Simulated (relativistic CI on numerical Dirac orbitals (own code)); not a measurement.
Ru³⁺: resonant inelastic scattering at the M2,3 edge

Computed with this model: Dirac-Coulomb-Breit CI, separate exchange-only KLI orbitals for each configuration, model QED (radiative potential, 1s self-energy scaled to tabulated hydrogen-like ionisation energies), valence Slater integrals scaled by 0.8, Kramers-Heisenberg scattering through one core-hole configuration in a parametric crystal field; configurations [Kr] 4d5 → [Ne] 3s2 3p5 3d10 4s2 4p6 4d6; 300 K; core-hole width 2 eV; summed over polarisations. Incident energies are the highest absorption maxima for each field (at most a few, so the weaker spin-orbit partner edge can be absent), on the computed scale of the free ion. Intensities are in per cent of the strongest line above 0.02 eV; levels within 1 cm⁻¹ are merged; final levels count from the ground level, the first row holds all elastic scattering, lines under 0.4 are left out and each table stops after 24 rows. The scale of the Slater integrals is a model choice and moves the terms in proportion.

Field parameters in Wybourne normalisation: Oh B⁴₀ = 21Dq, B⁴₄ = √(5/14) B⁴₀. The field is a parameter set, without covalency.

S is read from ⟨S²⟩ = S(S + 1).

Oh, 10Dq = 6000 cm⁻¹:

| Final level (eV) | Degeneracy | Irrep | S | 467.3 eV | 490.1 eV |
| --- | --- | --- | --- | --- | --- |
| 0.000 | 6 | Γ7+Γ8 | 2.49 | 4820.3 | 583.3 |
| 2.118 | 2 | Γ7 | 1.43 | 44.9 | 14.8 |
| 2.169 | 4 | Γ8 | 1.49 | 87.7 | 34.6 |
| 2.193 | 4 | Γ8 | 1.49 | 24.3 | 5.9 |
| 2.228 | 2 | Γ6 | 1.50 | 10.1 | 4.5 |
| 2.477 | 2 | Γ7 | 1.46 | 4.0 | 6.4 |
| 2.515 | 4 | Γ8 | 1.47 | 20.7 | 26.2 |
| 2.571 | 2 | Γ6 | 1.49 | 6.8 | 6.4 |
| 2.581 | 4 | Γ8 | 1.49 | 11.9 | 6.6 |
| 2.679 | 4 | Γ8 | 1.46 | 7.0 | 3.9 |
| 2.691 | 2 | Γ7 | 1.48 | 4.5 | 3.2 |
| 2.710 | 2 | Γ6 | 1.49 | 5.2 | 3.8 |
| 2.710 | 4 | Γ8 | 1.49 | 12.1 | 12.2 |
| 2.919 | 2 | Γ7 | 0.67 | 0.8 | 0.4 |
| 3.066 | 4 | Γ8 | 1.48 | 68.0 | 29.5 |
| 3.069 | 4 | Γ8 | 0.73 | 17.8 | 12.0 |
| 3.100 | 2 | Γ6 | 1.49 | 49.1 | 36.3 |
| 3.202 | 4 | Γ8 | 1.41 | 100.0 | 69.8 |
| 3.221 | 2 | Γ7 | 1.41 | 65.6 | 51.5 |
| 3.275 | 2 | Γ7 | 1.46 | 39.8 | 32.1 |
| 3.287 | 4 | Γ8 | 1.46 | 70.0 | 57.2 |
| 3.336 | 2 | Γ6 | 1.48 | 24.8 | 23.8 |
| 3.432 | 4 | Γ8 | 0.59 | 2.4 | 1.8 |
| 3.514 | 2 | Γ7 | 0.69 | 7.5 | 5.4 |

Oh, 10Dq = 13500 cm⁻¹:

| Final level (eV) | Degeneracy | Irrep | S | 466.7 eV | 489.6 eV | 490.8 eV |
| --- | --- | --- | --- | --- | --- | --- |
| 0.000 | 2 | Γ7 | 2.48 | 5023.9 | 501.7 | 448.3 |
| 0.001 | 4 | Γ8 | 2.48 | 74.1 | 35.4 | 22.8 |
| 0.974 | 2 | Γ7 | 0.90 | 51.8 | 16.0 | 4.7 |
| 1.204 | 4 | Γ8 | 1.14 | 90.7 | 37.7 | 11.3 |
| 1.332 | 4 | Γ8 | 1.50 | 69.7 | 26.2 | 8.0 |
| 1.372 | 2 | Γ6 | 1.50 | 14.0 | 10.2 | 3.3 |
| 1.477 | 4 | Γ8 | 1.09 | 63.9 | 29.4 | 8.4 |
| 1.480 | 2 | Γ7 | 1.29 | 45.0 | 16.9 | 7.3 |
| 1.912 | 2 | Γ7 | 1.46 | 21.6 | 19.1 | 9.7 |
| 1.915 | 2 | Γ6 | 1.49 | 24.9 | 35.5 | 11.5 |
| 1.922 | 4 | Γ8 | 1.49 | 52.6 | 56.1 | 19.9 |
| 1.936 | 4 | Γ8 | 1.45 | 61.3 | 61.2 | 25.7 |
| 2.473 | 4 | Γ8 | 0.87 | 13.5 | 5.2 | 7.6 |
| 2.571 | 2 | Γ7 | 0.79 | 23.4 | 13.4 | 4.4 |
| 2.607 | 2 | Γ6 | 1.01 | 6.8 | 3.9 | 7.5 |
| 2.621 | 2 | Γ7 | 1.08 | 12.8 | 6.7 | 5.2 |
| 2.683 | 4 | Γ8 | 1.31 | 37.7 | 18.5 | 20.9 |
| 2.806 | 4 | Γ8 | 1.21 | 13.9 | 5.0 | 8.0 |
| 2.826 | 2 | Γ6 | 1.16 | 16.6 | 7.8 | 6.3 |
| 2.892 | 4 | Γ8 | 0.90 | 7.2 | 4.7 | 7.6 |
| 2.921 | 2 | Γ7 | 0.98 | 4.3 | 2.8 | 4.9 |
| 2.923 | 4 | Γ8 | 1.17 | 48.5 | 24.9 | 7.7 |
| 2.989 | 2 | Γ6 | 1.45 | 42.4 | 27.3 | 8.6 |
| 3.063 | 4 | Γ8 | 1.32 | 100.0 | 66.1 | 25.3 |

Oh, 10Dq = 21000 cm⁻¹:

```
Final level (eV)  Degeneracy  Irrep     S  467 eV  489.7 eV
           0.000           2     Γ7  0.59   689.9      39.1
           0.266           4     Γ8  0.58    35.7       2.6
           0.659           4     Γ8  2.35     2.6       0.7
           0.666           2     Γ7  2.37     9.6       4.0
           1.146           4     Γ8  1.51    29.1      12.0
           1.179           2     Γ6  1.50     9.6       3.9
           1.202           4     Γ8  1.65     4.0       1.9
           1.232           2     Γ7  1.63    23.9       9.4
           1.767           2     Γ6  1.49     3.0       1.2
           1.774           4     Γ8  1.49    31.2      10.0
           1.794           4     Γ8  1.48    16.3      11.2
           1.795           2     Γ7  1.47    11.3       4.8
           2.356           4     Γ8  0.54   100.0      24.5
           2.404           2     Γ7  0.55    33.5       8.0
           2.498           2     Γ6  0.53     6.7       1.3
           2.612           2     Γ7  0.57    16.2      16.9
           2.669           4     Γ8  0.55    22.4       4.7
           2.859           4     Γ8  0.53    34.5       9.1
           3.363           4     Γ8  0.90    10.7       8.3
           3.400           2     Γ6  0.78    16.1       1.7
           3.447           4     Γ8  1.47     1.6       0.6
           3.460           2     Γ6  1.45     1.1       0.2
           3.502           4     Γ8  1.31     3.3       4.7
           3.670           4     Γ8  1.03    22.6       2.0
```

For the first field the strongest loss at the lowest incident energy is the level at 3.20 eV (S = 1.41, against 2.49 in the thermal ground state). Levels of other spin, the first over 8 % at 2.12 eV, appear because spin-orbit coupling of the core hole, and in heavier ions of the valence shell too, mixes spins.
